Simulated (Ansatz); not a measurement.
SiW3⁻. The state is a doublet with charge -1. Geometry PBE-D4/def2-SVP, that of the neutral singlet.

```xyz
4

W     0.752    0.986    0.742
W    -0.351    0.603   -1.266
W     0.905   -1.089   -0.289
Si   -1.305   -0.500    0.813
```

In the def2 sets W takes a core potential; there is no spin–orbit coupling. At PBE-D4/def2-TZVPD, r2SCAN-D4/def2-TZVPD, PBE0-D4/def2-TZVPD the highest occupied level of the charge -1 doublet lies above zero (up to 0.89 eV). By energy differences its removal costs 0.96 eV (vertical, to the charge 0 singlet, at PBE-D4/def2-TZVPD); a positive level beside a positive removal energy at the same level points to self-interaction error. At PBE-D4/def2-TZVPD the gap within one spin of the charge -1 doublet nearly closes, so an electron or hole may be smeared out by delocalisation error. The structure comes from a short search, and lower isomers may exist.

Q: Estimate the α-spin orbital energies around the gap (eV) in Ansatz with PBE-D4/def2-TZVPD, r2SCAN-D4/def2-TZVPD, PBE0-D4/def2-TZVPD.

A: 
```
orbital  PBE-D4/def2-TZVPD  r2SCAN-D4/def2-TZVPD  PBE0-D4/def2-TZVPD
 HOMO−5              -1.40                 -1.54               -2.21
 HOMO−4              -1.37                 -1.49               -2.15
 HOMO−3              -0.68                 -0.75               -1.36
 HOMO−2              -0.42                 -0.57               -1.13
 HOMO−1              -0.42                 -0.52               -1.04
   HOMO               0.89                  0.68                0.27
   LUMO               0.95                  0.97                1.55
 LUMO+1               1.13                  1.19                1.86
 LUMO+2               1.14                  1.29                1.91
 LUMO+3               1.53                  1.66                2.07
 LUMO+4               1.55                  1.73                2.32
 LUMO+5               1.63                  1.85                2.40
 β HOMO              -0.25                 -0.35               -0.88
 β LUMO               1.05                  1.16                1.67
```
